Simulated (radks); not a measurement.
Initial-state core-level shifts of the sulfur ion S2+ when its valence configuration changes from [Ne] 3s2 3p2. Method: Dirac Kohn-Sham, LDA (Slater exchange, Perdew-Wang correlation), spin-unpolarised, spherical densities, point nucleus; open shells are shared between the two j in proportion to 2j + 1; computed with a radial shooting solver on a logarithmic mesh with Libxc functionals. Shifts are changes of the shell-averaged eigenvalues in eV (positive: less bound).

| valence | 1s | 2s | 2p |
|---|---|---|---|
| 3s1 3p3 | -1.218 | -1.240 | -1.213 |
| 3s1.5 3p2.5 | -0.616 | -0.626 | -0.612 |
| 3p4 | -2.380 | -2.436 | -2.378 |
| 3s0.5 3p3.5 | -1.805 | -1.843 | -1.801 |
